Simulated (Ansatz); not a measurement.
C$_{2}$H$_{6}$BClO, SMILES `CCB(O)Cl`. Charge 0, multiplicity 1. The structure was optimised at the PBE0-D4/def2-TZVP level. It is a higher conformer; a search finds a lower one.

```xyz
11

C     0.387    1.079   -0.913
C    -0.502    0.159   -0.084
B     0.201   -1.053    0.624
O    -0.233   -1.608    1.777
Cl    1.618   -1.828   -0.096
H     0.909    0.521   -1.691
H    -0.196    1.867   -1.395
H     1.147    1.559   -0.293
H    -1.273   -0.282   -0.734
H    -1.060    0.741    0.661
H    -0.998   -1.155    2.142
```

Q: What is the dipole moment at ωB97M-V/def2-TZVPP? (Estimate.)

A: Ansatz gave: 2.84 D, with components (-2.22, 1.72, 0.45) D in this frame, pointing from negative to positive charge.

Q: And with PBE, r2SCAN, B3LYP? (Estimate.)

A: Ansatz gave: PBE 2.73 D, r2SCAN 2.84 D, B3LYP 2.82 D.

Q: Give the Mulliken charges with ωB97M-V, PBE, r2SCAN in def2-TZVPP. (Estimate.)

A: The calculation gave: 
```tsv
atom	ωB97M-V	PBE	r2SCAN
C1	-0.30	-0.24	-0.12
C2	-0.22	-0.21	-0.13
B3	0.21	0.21	0.28
O4	-0.23	-0.19	-0.26
Cl5	-0.16	-0.18	-0.19
H6	0.11	0.09	0.05
H7	0.11	0.08	0.04
H8	0.11	0.08	0.05
H9	0.11	0.10	0.06
H10	0.08	0.06	0.02
H11	0.19	0.20	0.21
```

B3LYP here is the variant with VWN-RPA as its local correlation; programs differ in this.
